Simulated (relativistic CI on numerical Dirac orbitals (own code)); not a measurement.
## Ligand-field terms of d9

Computed with a parametric ligand-field model of a d^n configuration (Racah B and C, spin-orbit zeta, crystal field), exact diagonalisation.

Field parameters in Wybourne normalisation: Oh B⁴₀ = 21Dq, B⁴₄ = √(5/14) B⁴₀. The field is a parameter set, without covalency.

(1) Ground term and bands for B = 750, C = 3670, ζ = 0 cm⁻¹, Oh, 10Dq = 15750 cm⁻¹?

(2) Ground term and bands for B = 750, C = 3670, ζ = 0 cm⁻¹, Oh, 10Dq = 30750 cm⁻¹?

(3) Ground term and bands for B = 750, C = 3670, ζ = 0 cm⁻¹, Oh, 10Dq = 8250 cm⁻¹?

(4) Ground term and bands for B = 750, C = 3670, ζ = 0 cm⁻¹, Oh, 10Dq = 14250 cm⁻¹?

(5) Ground term and bands for B = 750, C = 3670, ζ = 0 cm⁻¹, Oh, 10Dq = 35250 cm⁻¹?

Answers

(1) Ground term 2E with 3.00 electrons in the two orbitals of the cubic e set. Spin-allowed: 2T2 15750 cm⁻¹ (635 nm). Lowest spin-forbidden: none.

(2) Ground term 2E with 3.00 electrons in the two orbitals of the cubic e set. Spin-allowed: 2T2 30750 cm⁻¹ (325 nm). Lowest spin-forbidden: none.

(3) Ground term 2E with 3.00 electrons in the two orbitals of the cubic e set. Spin-allowed: 2T2 8250 cm⁻¹ (1212 nm). Lowest spin-forbidden: none.

(4) Ground term 2E with 3.00 electrons in the two orbitals of the cubic e set. Spin-allowed: 2T2 14250 cm⁻¹ (702 nm). Lowest spin-forbidden: none.

(5) Ground term 2E with 3.00 electrons in the two orbitals of the cubic e set. Spin-allowed: 2T2 35250 cm⁻¹ (284 nm). Lowest spin-forbidden: none.
